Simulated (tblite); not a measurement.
C6H9NO2.
Atom-mapped SMILES: `[O:1]=[C:2]([OH:3])[C@@H:4]1[CH2:5][CH:6]=[N:7][CH2:8][CH2:9]1` (hydrogens: H10 on O3; H11 on C4; H12, H13 on C5; H14 on C6; H15, H16 on C8; H17, H18 on C9)

Computed with GFN2-xTB (tblite), gas phase: Langevin dynamics at 200 K from the optimised GFN2-xTB geometry, time step 0.5 fs, friction 0.01 fs⁻¹, 2000 steps. The instantaneous temperature is 2·E(kin)/(3Nk) with all 3N coordinates.

```csv
t (fs),T (K),E(pot) above start (eV),O1=C2 (Å),C2–O3 (Å),C2–C4 (Å),C4–C5 (Å),C5–C6 (Å),O3–H10 (Å),O1–C2–C4–C5 (°)
0,170,0.000,1.202,1.339,1.511,1.528,1.501,0.971,28
25,107,0.335,1.191,1.342,1.489,1.517,1.484,0.991,26
50,145,0.262,1.210,1.328,1.520,1.516,1.526,0.943,17
75,98,0.243,1.187,1.329,1.537,1.514,1.533,0.986,11
100,136,0.186,1.203,1.339,1.504,1.525,1.491,0.955,7
125,148,0.254,1.208,1.324,1.504,1.516,1.496,0.976,9
150,138,0.361,1.189,1.366,1.515,1.524,1.501,0.980,5
175,108,0.383,1.218,1.336,1.529,1.547,1.502,0.950,7
200,150,0.420,1.203,1.325,1.508,1.505,1.490,1.003,-2
225,157,0.454,1.215,1.316,1.547,1.509,1.525,0.960,1
250,184,0.421,1.206,1.348,1.546,1.521,1.531,0.979,-3
275,178,0.527,1.178,1.353,1.522,1.487,1.486,0.970,7
300,181,0.427,1.219,1.355,1.506,1.513,1.466,0.946,8
325,222,0.480,1.202,1.321,1.506,1.518,1.495,1.001,13
350,206,0.422,1.165,1.313,1.590,1.533,1.505,0.939,16
375,177,0.432,1.230,1.314,1.545,1.503,1.506,1.011,19
400,184,0.341,1.224,1.344,1.520,1.515,1.510,0.949,23
425,176,0.316,1.192,1.369,1.533,1.515,1.526,0.985,27
450,238,0.257,1.214,1.333,1.517,1.525,1.527,0.986,37
475,195,0.348,1.211,1.288,1.550,1.540,1.495,0.957,35
500,198,0.345,1.171,1.333,1.550,1.553,1.514,0.982,44
525,165,0.395,1.225,1.331,1.516,1.527,1.532,0.970,42
550,160,0.449,1.203,1.338,1.499,1.500,1.515,0.979,43
575,152,0.397,1.180,1.373,1.531,1.529,1.523,0.960,43
600,170,0.308,1.205,1.347,1.509,1.507,1.500,0.974,42
625,169,0.467,1.226,1.360,1.539,1.541,1.568,0.978,44
650,153,0.363,1.184,1.339,1.492,1.539,1.533,0.944,43
675,182,0.414,1.210,1.341,1.498,1.523,1.482,0.998,39
700,242,0.401,1.207,1.335,1.511,1.582,1.505,0.969,29
725,179,0.524,1.175,1.355,1.523,1.566,1.517,0.957,31
750,160,0.608,1.227,1.322,1.491,1.544,1.507,0.999,25
775,197,0.492,1.204,1.354,1.530,1.593,1.492,0.951,29
800,213,0.516,1.173,1.388,1.515,1.542,1.524,0.974,32
825,190,0.434,1.229,1.326,1.486,1.513,1.520,0.957,31
850,213,0.413,1.196,1.344,1.490,1.550,1.506,0.990,30
875,181,0.562,1.180,1.339,1.567,1.530,1.491,0.959,17
900,212,0.459,1.213,1.336,1.543,1.574,1.503,0.948,23
925,172,0.505,1.197,1.355,1.502,1.549,1.497,1.018,14
950,154,0.427,1.210,1.342,1.589,1.511,1.494,0.937,21
975,188,0.448,1.212,1.318,1.528,1.522,1.504,1.011,19
1000,232,0.306,1.187,1.319,1.538,1.540,1.516,0.972,38
```

Question: From 500 fs on, how do temperature and potential energy compare with equipartition?

Answer: The mean temperature of these 21 frames is 185 K against the target 200 K, and the mean potential energy 0.44 eV against 48 × kT/2 = 0.41 eV for 48 classical harmonic modes. For 18 atoms in a canonical ensemble the temperature itself scatters by T·√(2/(3N)) = 38 K; here its standard deviation is 25 K. The whole run lasts only 10 friction times of 100 fs, so these averages carry a wide statistical error.

Question: What are the kinetic and total energies of the listed frame with the highest potential energy?

Answer: The one at 750 fs, 0.608 eV above the start. Its kinetic energy is 3NkT/2 = 0.372 eV at 160 K, so the sum is 0.98 eV; over the listed frames the sum runs from 0.39 to 1.01 eV, since the thermostat adds and removes energy.

Question: How much do the listed bonds fluctuate from 500 fs on?

Answer: 
```tsv
bond	at the start (Å)	mean (Å)	standard deviation (Å)
O1=C2	1.202	1.201	0.018
C2–O3	1.339	1.343	0.017
C2–C4	1.511	1.521	0.026
C4–C5	1.528	1.540	0.024
C5–C6	1.501	1.512	0.018
O3–H10	0.971	0.973	0.021
```

The motion is classical and holds no zero-point motion.

What follows is the cost of the whole dynamics run. The run took 11 s wall on one thread of an Arm Neoverse V2, shared host with 96 logical CPUs at a one-minute load of 55, and the process peaked at 0.18 GiB of memory.
